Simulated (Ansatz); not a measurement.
Frontier orbitals of `[Cl][Zn][Cl]`.

Cartesian coordinates in Å:
```
Cl -1.030 1.635 -0.780
Zn 0.000 0.000 0.000
Cl 1.030 -1.634 0.780
```

Total charge 0; spin multiplicity 1. For Zn the d shell is correlated and the shells below it are frozen. Scalar relativity is left out up to krypton. All single points use the PBE0-D4/def2-TZVP geometry. Basis def2-TZVPP, Ansatz.

| functional | HOMO (eV) | LUMO (eV) | gap (eV) |
| --- | --- | --- | --- |
| LDA (SPW92) | -7.93 | -2.86 | 5.07 |
| PBE | -7.75 | -2.57 | 5.18 |
| revPBE | -7.68 | -2.45 | 5.23 |
| PBE0 | -9.15 | -1.64 | 7.51 |
| LC-ωPBE | -11.96 | 0.59 | 12.55 |
| ωB97M-V | -11.41 | 0.17 | 11.58 |

Problem. What is the vertical ionisation energy at frozen-core CCSD(T)/def2-TZVPP? (Estimate.)

Solution. The calculation gave: 11.78 eV (T1 of the cation 0.035).

Against PBE, PBE0 changes HOMO and LUMO by −1.40 and +0.93 eV, ωB97M-V by −3.66 and +2.74 eV. A gap of 5.18 eV thus becomes 11.58 eV for the same molecule, so an orbital gap means little without its functional. A positive LUMO is unbound and depends on the basis. −ε(HOMO) differs from that ionisation energy by −4.03 eV with PBE and −0.37 eV with ωB97M-V.

LC-ωPBE has ω = 0.4 bohr⁻¹.
